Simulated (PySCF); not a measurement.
Species: C3H6BF.
Atom-mapped SMILES: `[F:1][BH:2][CH:3]1[CH2:4][CH2:5]1` (hydrogens: H6 on B2; H7 on C3; H8, H9 on C4; H10, H11 on C5)

Computed by this run: PBE0-D3(BJ)/def2-SVP geometry optimisation, gas phase (PySCF 2.14.0); density fitting, grid level 1; the optimiser is geomeTRIC in internal coordinates, started from a GFN2-xTB structure with every atom displaced at random (about 0.01 Å).

Step 0: E = -6590.4943 eV
```
atom  x, y, z in Å  |  force x, y, z in eV/Å
F1      2.5567   -0.2506    1.0976   -0.546   0.023  -0.388
B2      1.5896   -0.2903    0.1653   -0.186   0.455   1.339
C3      0.1287    0.1128    0.5268    1.775   0.249   0.533
C4     -0.9991   -0.5923   -0.1091   -1.564  -0.019   0.664
C5     -0.7445    0.7939   -0.5011   -0.338   0.347   0.695
H6      1.9314   -0.6432   -0.8997    0.186  -0.317  -0.999
H7     -0.0135    0.4351    1.5563   -0.116   0.064   0.251
H8     -1.8688   -0.7922    0.5217   -0.034   0.009   0.055
H9     -0.8180   -1.3756   -0.7938    0.409  -1.032  -1.028
H10    -0.3274    0.9839   -1.4587    0.478   0.230  -1.109
H11    -1.3965    1.5844   -0.1245   -0.063  -0.008  -0.015
```

Step 1: E = -6590.6105 eV
```
atom  x, y, z in Å  |  force x, y, z in eV/Å
F1      2.5797   -0.0725    1.0111    0.081  -0.081   0.180
B2      1.5679   -0.2887    0.1841    0.125   0.224  -0.319
C3      0.1305    0.0616    0.5885   -0.137  -0.130   0.103
C4     -1.0434   -0.6056   -0.1089    0.110  -0.119  -0.183
C5     -0.6951    0.7822   -0.4746    0.121   0.040  -0.166
H6      1.8665   -0.6737   -0.9337   -0.121  -0.083   0.086
H7     -0.0472    0.3809    1.6201   -0.005   0.015   0.016
H8     -1.9364   -0.7742    0.4929   -0.081   0.007   0.084
H9     -0.8412   -1.4090   -0.8294    0.047   0.119   0.099
H10    -0.2099    0.9675   -1.4415   -0.117  -0.029   0.088
H11    -1.3327    1.5975   -0.1277   -0.024   0.038   0.013
```

**Question.** Estimate the geometry and energy of step 2. (The exact step hangs on the optimiser's Hessian estimate; all steps are aligned on step 1, rigid shifts and turns removed.)

**Answer.** E = -6590.6200 eV, largest force 0.127 eV/Å
```
atom  x, y, z in Å  |  force x, y, z in eV/Å
F1      2.5839   -0.1165    1.0188   -0.011   0.018   0.014
B2      1.5686   -0.2705    0.1775    0.029  -0.120   0.029
C3      0.1311    0.0816    0.5916    0.039   0.050  -0.025
C4     -1.0262   -0.6032   -0.1128   -0.070  -0.038   0.025
C5     -0.7027    0.7916   -0.4752    0.031  -0.017  -0.041
H6      1.8377   -0.7001   -0.9280   -0.031   0.052  -0.007
H7     -0.0503    0.3986    1.6239   -0.005   0.008  -0.014
H8     -1.9195   -0.7891    0.4894    0.011   0.000   0.005
H9     -0.7995   -1.3991   -0.8287    0.030   0.025   0.008
H10    -0.2310    0.9734   -1.4454   -0.013   0.038   0.010
H11    -1.3535    1.5992   -0.1303   -0.010  -0.016  -0.005
```

The energy changes by -0.0096 eV. The first-order estimate −F·Δx gives -0.0216 eV and the mean of the old and new forces, exact on a quadratic surface, -0.0098 eV. The step makes an angle of 70° with the force vector and moves no atom by more than 0.045 Å.

What follows is the cost of the whole optimisation. The run took 22 s wall on one thread of an Arm Neoverse V2, on a shared host, and the process peaked at 0.47 GiB of memory.
